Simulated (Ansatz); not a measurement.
Geometry optimisation, Ansatz 0.2.0, RKS PBE/6-31G*.

Input:

```yaml
crystal:
  periodic: [false, false, false]
  atoms:
    - { symbol: Al, position_ang: [0.009123, -0.530626, -0.32718] }
    - { symbol: H, position_ang: [0.084953, 0.255766, 2.320374] }
    - { symbol: F, position_ang: [1.384074, 0.291062, -0.791089] }
    - { symbol: F, position_ang: [-1.427484, 0.230232, -0.698841] }
    - { symbol: Si, position_ang: [0.091872, -2.661222, 0.653296] }
    - { symbol: H, position_ang: [-0.627685, -3.700968, -0.159975] }
    - { symbol: H, position_ang: [1.515495, -3.108611, 0.834014] }
    - { symbol: H, position_ang: [-0.551211, -2.640533, 2.012412] }
    - { symbol: H, position_ang: [0.062763, -0.428799, 2.118889] }
basis:
  gaussian: { orbitals: "6-31G*" }
hamiltonian:
  xc: pbe
relax:
  f_tol: 0.03
  max_steps: 50
```

Command:

```bash
$ ansatz run input.yaml --threads 1 --pin off --max-ram 2048MiB --backend cpu --events-out ev --progress --plain --runs-dir out
```

Q: Where does it end, and by what steps?

A: The forces met the threshold. After 22 steps the energy has fallen by 0.183 eV; H9 moved furthest, 0.89 Å.

```json
{"step": "0", "energy less start (eV)": "0.0000", "largest force component (eV/Å)": "1.651", "accepted": "yes"}
{"step": "1", "energy less start (eV)": "-0.1237", "largest force component (eV/Å)": "0.283", "accepted": "yes"}
{"step": "2", "energy less start (eV)": "-0.1149", "largest force component (eV/Å)": "0.547", "accepted": "no"}
{"step": "3", "energy less start (eV)": "-0.1368", "largest force component (eV/Å)": "0.187", "accepted": "yes"}
{"step": "4", "energy less start (eV)": "-0.1478", "largest force component (eV/Å)": "0.133", "accepted": "yes"}
{"step": "5", "energy less start (eV)": "-0.1531", "largest force component (eV/Å)": "0.118", "accepted": "yes"}
{"step": "6", "energy less start (eV)": "-0.1548", "largest force component (eV/Å)": "0.132", "accepted": "yes"}
{"step": "7", "energy less start (eV)": "-0.1560", "largest force component (eV/Å)": "0.325", "accepted": "yes"}
{"step": "8", "energy less start (eV)": "-0.1578", "largest force component (eV/Å)": "0.385", "accepted": "yes"}
{"step": "9", "energy less start (eV)": "-0.1421", "largest force component (eV/Å)": "0.389", "accepted": "no"}
{"step": "10", "energy less start (eV)": "-0.1637", "largest force component (eV/Å)": "0.064", "accepted": "yes"}
{"step": "11", "energy less start (eV)": "-0.1668", "largest force component (eV/Å)": "0.094", "accepted": "yes"}
{"step": "12", "energy less start (eV)": "-0.1619", "largest force component (eV/Å)": "0.633", "accepted": "no"}
{"step": "13", "energy less start (eV)": "-0.1694", "largest force component (eV/Å)": "0.153", "accepted": "yes"}
{"step": "14", "energy less start (eV)": "-0.1722", "largest force component (eV/Å)": "0.225", "accepted": "yes"}
{"step": "15", "energy less start (eV)": "-0.1778", "largest force component (eV/Å)": "0.085", "accepted": "yes"}
{"step": "16", "energy less start (eV)": "-0.1779", "largest force component (eV/Å)": "0.085", "accepted": "yes"}
{"step": "17", "energy less start (eV)": "-0.0666", "largest force component (eV/Å)": "2.108", "accepted": "no"}
{"step": "18", "energy less start (eV)": "-0.1802", "largest force component (eV/Å)": "0.064", "accepted": "yes"}
{"step": "19", "energy less start (eV)": "-0.1797", "largest force component (eV/Å)": "0.148", "accepted": "no"}
{"step": "20", "energy less start (eV)": "-0.1810", "largest force component (eV/Å)": "0.201", "accepted": "yes"}
{"step": "21", "energy less start (eV)": "-0.1824", "largest force component (eV/Å)": "0.031", "accepted": "yes"}
{"step": "22", "energy less start (eV)": "-0.1825", "largest force component (eV/Å)": "0.020", "accepted": "yes"}
```

```xyz
9
Properties=species:S:1:pos:R:3
Al -0.014 -0.592 -0.185
H 0.438 0.640 2.097
F 1.347 0.364 -0.333
F -1.459 0.119 -0.624
Si 0.094 -2.919 0.526
H -0.575 -3.823 -0.469
H 1.516 -3.368 0.694
H -0.610 -3.091 1.843
H -0.194 0.376 2.413
```

Whether the end is a true minimum wasn't checked by a vibrational analysis.

Time of the run: 65 s on 1 thread of Arm Neoverse V2, on a shared host, peak memory 0.14 GiB.
